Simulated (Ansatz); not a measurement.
Geometry optimisation, RKS PBE/def2-SVP (Ansatz).

Input:

```yaml
crystal:
  periodic: [false, false, false]
  atoms:
    - { symbol: C, position_ang: [-0.7931, 0.8393, -1.1091] }
    - { symbol: C, position_ang: [0.1247, 0.8324, -0.211] }
    - { symbol: Sn, position_ang: [0.4863, -0.9561, 0.8419] }
    - { symbol: H, position_ang: [-1.3717, 0.0186, -1.3344] }
    - { symbol: H, position_ang: [-1.0331, 1.7976, -1.6794] }
    - { symbol: H, position_ang: [0.7283, 1.7317, -0.0071] }
    - { symbol: H, position_ang: [2.191, -1.4681, 0.5509] }
    - { symbol: H, position_ang: [-0.5531, -2.1858, 0.3192] }
    - { symbol: H, position_ang: [0.3092, -0.6559, 2.6119] }
basis:
  gaussian: { orbitals: def2-SVP }
hamiltonian:
  xc: pbe
relax:
  f_tol: 0.015
  max_steps: 40
```

Command:

```bash
$ ansatz run input.yaml --threads 1 --pin off --max-ram 2048MiB --backend cpu --events-out ev --progress --plain --runs-dir out
```

Where does it end, and by what steps?

The forces met the threshold. After 5 steps the energy has fallen by 0.368 eV; H4 moved furthest, 0.13 Å.

| step | energy less start (eV) | largest force component (eV/Å) | accepted |
| --- | --- | --- | --- |
| 0 | 0.0000 | 3.659 | yes |
| 1 | -0.2698 | 0.979 | yes |
| 2 | -0.3142 | 0.689 | yes |
| 3 | -0.3668 | 0.090 | yes |
| 4 | -0.3677 | 0.041 | yes |
| 5 | -0.3680 | 0.010 | yes |

```xyz
9
Properties=species:S:1:pos:R:3
C -0.836 0.898 -1.148
C 0.133 0.823 -0.217
Sn 0.559 -0.973 0.895
H -1.480 0.038 -1.403
H -1.036 1.831 -1.706
H 0.744 1.720 -0.007
H 2.194 -1.475 0.634
H -0.528 -2.201 0.345
H 0.336 -0.707 2.590
```

The run took 13 s on 1 thread of Arm Neoverse V2 (shared host), peak memory 0.11 GiB.
